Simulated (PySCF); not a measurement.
# Structure from 2D NMR

Compound of formula C$_{7}$H$_{5}$F$_{4}$P. Correlations simulated from computed shifts and the bond graph:

HSQC (one-bond C–H):
| δH | δC |
| --- | --- |
| 6.95 | 142.4 |
| 6.70 | 130.1 |
| 5.23 | 90.9 |

COSY cross peaks (H two or three bonds apart, from the bond graph; peaks can be absent where the dihedral angle is near 90°):
| δH | δH |
| --- | --- |
| 6.95 | 6.70 |
| 6.95 | 5.23 |

HMBC (two and three bonds, from the bond graph):
| δH | δC |
| --- | --- |
| 6.95 | 142.4, 130.1, 90.9 |
| 6.70 | 142.4, 135.8, 130.1, 90.9 |
| 5.23 | 142.4, 130.1 |

Carbons without hydrogens: δ 168.5, 135.8.

Non-relativistic Hamiltonian, isolated molecule, averaged over atoms made equivalent by symmetry, fast rotation or ring inversion, one computed conformer. Geometry from GFN2-xTB; PBE0/pcSseg-1 with gauge-including orbitals; PySCF 2.14.

References, each an isolated molecule treated in the same way: ¹H (31.72 ppm) and ¹³C (186.93 ppm) against TMS.

Exchangeable hydrogens are left out of these lists.

Which molecule is this?

Results:

SMILES FC(F)=C(F)P1C=CC(F)C=C1.

Structure with atom numbers: `[F:1][C:2]([F:3])=[C:4]([F:5])[P:6]1[CH:7]=[CH:8][CH:9]([F:10])[CH:11]=[CH:12]1`. Hydrogens are named by the atom that carries them.

- δC 168.5 is C2, a fully substituted alkene carbon.
- δC 142.4 is C8/C11, an alkene CH (δH 6.95).
- δC 135.8 is C4, a fully substituted alkene carbon.
- δC 130.1 is C7/C12, an alkene CH (δH 6.70).
- δC 90.9 is C9, an allylic sp3 CH bonded to F (δH 5.23).
- HMBC from δH 6.70 reaches the proton-free carbon C4.
- COSY links 6.95–6.70, 6.95–5.23.

This is the structure that produced the data.

Shifts are as computed. Against solution values, carbons near 30 ppm lie about +3 ppm off and those near 130 ppm about +5 ppm. Of 1211 compounds with measured shifts, 218 miss one by over three times the rms of a fit or turn the order of signals round; such compounds aren't used in these exercises.
